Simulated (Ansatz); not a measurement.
Ideal-gas functions of CH$_{4}$BFO, SMILES `OBCF` at 500 K and 1 bar, from an Ansatz frequency run at PBE0-D4/def2-TZVP.

Molar mass 61.85 g/mol, point group Cs (symmetry number 1), electronic degeneracy 1, moments of inertia 13.492, 135.475, 145.853 u Å². Harmonic wavenumbers (cm⁻¹, unscaled): 87, 260, 446, 493, 725, 894, 991, 1007, 1091, 1195, 1251, 1300, 1441, 1454, 2599, 3023, 3063, 3893.

Use S(trans) = R[1.5 ln M + 2.5 ln T − 1.1517]; rotational temperatures θ = 24.2544 K / I; S(rot) = R[ln(√π/σ · √(T³/θAθBθC)) + 1.5]; for each mode x = 1.438777 ν̃/T, S = R[x/(eˣ − 1) − ln(1 − e⁻ˣ)] and H = RT x/(eˣ − 1); 1 cm⁻¹ = 0.0119627 kJ/mol; R = 8.31446 J/(mol·K).

Q: By hand: the entropy, in J/(mol·K).

A: Translation 171.0. Rotation: θ = 1.7977, 0.179, 0.1663 K, giving 106.9. Vibration, mode by mode: 19.85, 10.92, 6.79, 6.07, 3.56, 2.43, 1.95, 1.88, 1.55, 1.22, 1.07, 0.96, 0.69, 0.67, 0.04, 0.01, 0.01, 0.00, in all 59.7. Electronic 0.0. Sum 337.6 J/(mol·K).

Q: By hand: H − E and G − E in kJ/mol, counted from the electronic energy.

A: Zero-point energy ½ × 25213 × 0.0119627 = 150.8; thermal vibration 16.4; translation, rotation and pV give 4 RT = 16.6. H − E = 183.8 kJ/mol, and G − E = 183.8 − 500 × 337.6/1000 = 15.0 kJ/mol.

Vibration gives 18 % of the entropy, 19.9 J/(mol·K) of it from the mode under 150 cm⁻¹: soft modes count most, and the harmonic formula is weakest for them. The sum counts one conformer and one mirror image; others add a mixing term.
